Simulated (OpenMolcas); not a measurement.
Kr4+: effect of the IPEA shift

| Property | Result |
| --- | --- |
| Program | OpenMolcas 26.06 |
| Basis | ANO-RCC-VQZP [7s6p4d2f1g] |
| Scalar Hamiltonian | DKH2, point nucleus |
| Active space | 4 electrons in 4 orbitals (4s 4p) |
| State averaging | 2S+1 = 3 even, 6 roots; 2S+1 = 1 even, 11 roots; 2S+1 = 5 odd, 1 root; 2S+1 = 3 odd, 9 roots; 2S+1 = 1 odd, 8 roots |
| Spin-orbit coupling | RASSI with atomic mean-field integrals over the reference wave functions, term energies averaged over their components |

Methods on the same reference wave functions:
A. CASSCF
B. MS-CASPT2, IPEA 0.25 Eh, imaginary shift 0.1 Eh (closed shells correlated: 3d)
C. MS-CASPT2, IPEA 0.5 Eh, imaginary shift 0.1 Eh (closed shells correlated: 3d)

Energies in cm⁻¹ above 4s² 4p² ³P₀, the measured ground level; measured values from Saloman, J. Phys. Chem. Ref. Data 36, 215 (2007).

| Level | A | B | C | Measured |
| --- | --- | --- | --- | --- |
| 4s² 4p² ³P₀ | 0.0 | 0.0 | 0.0 | 0.0 |
| 4s² 4p² ³P₁ | 3325 | 3320 | 3340 | 3743 |
| 4s² 4p² ³P₂ | 7065 | 6870 | 6860 | 7595 |
| 4s² 4p² ¹D₂ | 22009 | 18790 | 18480 | 19723 |
| 4s² 4p² ¹S₀ | 37721 | 37930 | 37490 | 39204 |
| 4s 4p³ ⁵S°₂ | 83452 | 92670 | 92120 |  |
| 4s 4p³ ³D°₂ | 136384 | 125650 | 127390 |  |
| 4s 4p³ ³D°₁ | 136545 | 125710 | 127460 |  |
| 4s 4p³ ³D°₃ | 137286 | 126360 | 128130 | 131016 |
| 4s 4p³ ³P°₀ | 153051 | 146630 | 147480 | 147925 |
| 4s 4p³ ³P°₁ | 153430 | 146880 | 147750 | 148287 |
| 4s 4p³ ³P°₂ | 154014 | 147360 | 148250 | 148668 |
| 4s 4p³ ¹D°₂ | 195969 | 174650 | 177140 | 163387 |
| 4s 4p³ ³S°₁ [72 %] | 200594 | 188160 | 189940 | 185064 |
| 4s 4p³ ¹P°₁ [72 %] | 212723 | 196520 | 198070 | 194041 |

Deviations, from unrounded energies. A percentage is the sum of absolute deviations over the sum of measured energies, with the sign that they share, or ± where signs differ.

```
                        Against measurement  Levels     A      B      C
             mean absolute deviation (cm-1)      11  8500   2600   2800
      fine structure of the ground term (%)       2  -8.4  -10.1  -10.1
other terms of the ground configuration (%)       2  ±6.4   -3.7   -5.0
                   other configurations (%)       7  +7.9   ±2.3   ±2.4
```

B lies closest to measurement on these levels and A furthest from it. The largest miss of B in the table is 4s 4p³ ¹D°₂, by +11000 cm-1. The ranking rests on the paired levels alone, and a cruder setting can come out closer through cancelling errors.

Between B and C the level of the table that moves most is 4s 4p³ ¹D°₂, by 2500 cm-1 (lowest in B, highest in C). Moves below CASPT2's spread within the term are not significant.

The mean deviations of B to C differ by less than CASPT2's widest spread within a term (1200 cm-1), so their order carries little weight.

From A to B the spin-free energies of the other terms of 4s² 4p² shown, above ³P, scale by factors of 0.78 to 1.01.

The lowest spin-free term lies below A's lowest term by 0.158 hartree in B, 0.153 hartree in C.

CASPT2 does not keep the components of a term degenerate, so their means are used; among the terms shown or strongly mixed into the levels shown the widest spread is 1200 cm-1 (4s 4p³ ¹D°, C). Over all roots computed the reference weight is 0.87 to 0.98 in B, 0.89 to 0.99 in C; the roots of lowest weight are the least certain, and an intruder state may touch them. Terms of s pⁿ other than that of highest spin mix with s² pⁿ⁻² d, which this space lacks; all of them can be thousands of cm-1 off, and some have no real level of that name. Some levels mix across a computed gap that differs much from the measured one, so their mixing is not that of the real levels (holds for A). Computed and measured levels are paired by configuration, term and J; levels that our copy of the source lacks, or whose pairing is in doubt (as where it misses far off the trend of its configuration), stay unpaired and out of the deviations. Only configurations of the active space appear. The table leaves out levels that lie high or whose names do not pair safely across all columns.

A share in square brackets marks a mixed level and gives the weight of the term that names it, the lowest over the columns. ° marks odd parity.
